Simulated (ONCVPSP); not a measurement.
What one change does to a pseudopotential (oxygen, ONCV)

oxygen, optimised norm-conserving Vanderbilt (ONCV), made with ONCVPSP 4.0.1 (PBE, non-relativistic). Core [He], reference 2s2 2p3.5 (charge +0.5). Waves: 2s: rc 0.95 bohr, ncon 4, nbas 7, qcut 6.6 1/bohr, 1 projector; 2p: rc 2.10 bohr, ncon 4, nbas 8, qcut 8.4 1/bohr, 2 projectors, debl 0.6 Ha. Local part: polynomial inside 0.65 bohr (lpopt 4, dvloc0 3 Ha). Core correction: Teter function, fcfact 5.25, rcfact 1.45.

Change: p: rc 2.22.

Cutoffs: the cutoffs (Ha) at which the residual kinetic energy of the hardest occupied pseudo-wave falls to 1 and 0.1 mHa per electron; they do not see the model core or the augmentation charge, which bear on the density cutoff. Errors are all-electron minus pseudo energies relative to the spin-unpolarised reference configuration.

Predict the effect on cutoff, ghosts and configuration errors.

The potential gets neither clearly harder nor softer (101 Ha and 133 Ha → 101 Ha and 133 Ha); of the 4 tests that both files solve, the error grows in 3 and shrinks in 0 by more than 15 % and 0.3 meV (median size 59.5 → 70.3 meV); neither file shows a bound ghost. More of the atom is replaced by a form fitted at one configuration, so other configurations suffer.

```csv
quantity,base,changed
"cutoff, loose",101 Ha,101 Ha
"cutoff, tight",133 Ha,133 Ha
loose cutoff by channel,"s 101 Ha, p 20 Ha","s 101 Ha, p 19 Ha"
bound ghosts,none,none
GHOST(+) flags under 300 eV,none,none
"error for 2s2 2p4, meV [ΔE -6.29 eV]",+16,+19
"error for 2s2 2p3, meV [ΔE 10.15 eV]",+32,+38
"error for 2s2 2p2, meV [ΔE 43.74 eV]",+490,+563
"error for 2s1 2p4, meV [ΔE 25.32 eV]",-87,-103
s: phases at 0.96 bohr within 0.05 rad from the reference energy up to (Ha; the scan ends near 5),5.0,5.0
"rms error of d²Exc/dni dnj with the model core, mHa",1.91,1.82
```
